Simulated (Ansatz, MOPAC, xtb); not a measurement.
Diatomic BaBr, multiplicity 2 (the spin of the measured ground state). No spin–orbit coupling. Br is treated without relativity.

The constants come from a fifth-degree fit in 1/R (seven points, main isotopes). In def2 and cc sets the state is the lowest found near the PBE0 minimum, followed along R.

The values were computed with Ansatz (Gaussian basis) for Hartree–Fock, density functionals and correlated methods; MOPAC for PM6 (differences of heats of formation); xtb for the GFN methods. Each number belongs to the level named beside it. In def2 rows elements past Kr take small-core potentials, without spin–orbit coupling. The GFN methods have no spin term and hold the electronic entropy of 300 K.

```
level                 r_e (Å)  ω_e (cm⁻¹)  B_e (cm⁻¹)  ω_e x_e (cm⁻¹)  D_e (eV)  dipole (D)
--------------------  -------  ----------  ----------  --------------  --------  ----------
PM6                     2.967         167      0.0381            0.17         -           -
GFN1-xTB                2.955         173      0.0385            0.49         -           -
GFN2-xTB                2.802         143      0.0428            0.55         -           -
SVWN5/def2-TZVPP        2.805         202      0.0427            0.45      4.66        5.13
PBE/def2-TZVPP          2.850         191      0.0414            0.43      4.27        5.14
r2SCAN/def2-TZVPP       2.863         193      0.0410            0.42      4.57        5.46
B97M-V/def2-TZVPP       2.879         190      0.0405            0.41      4.15        5.70
B3LYP/def2-TZVPP        2.878         188      0.0405            0.42      4.07        5.60
PBE0/def2-TZVPP         2.848         194      0.0414            0.43      4.27        5.22
BHLYP/def2-TZVPP        2.882         190      0.0404            0.42      4.04        5.68
CAM-B3LYP/def2-TZVPP    2.873         190      0.0407            0.43      4.12        5.64
wB97X-V/def2-TZVPP      2.872         192      0.0407            0.42      4.26        5.29
wB97M-V/def2-TZVPP      2.872         190      0.0407            0.42      4.01        5.43
B2PLYP/def2-TZVPP       2.878         189      0.0406            0.42      4.10           -
CCSD/def2-TZVPP         2.896         188      0.0400            0.42      4.00           -
CCSD/def2-QZVPP         2.876         188      0.0406            0.40      4.13           -
CCSD(T)/def2-TZVPP      2.890         189      0.0402            0.42      4.04           -
CCSD(T)/def2-QZVPP      2.868         190      0.0408            0.41      4.18           -
```

D_e counts from each atom's lowest state at the same level, without counterpoise or zero-point energy.

Correlated levels freeze the inner cores; with def2 sets outer-core shells near the valence are correlated too. The state that PM6 reach isn't checked.

Measured for the ground state: ω_e 193.8 cm-1, ω_e x_e 0.42 cm-1 [Huber and Herzberg (1979), NIST Chemistry WebBook].

Ansatz is a first-principles code.
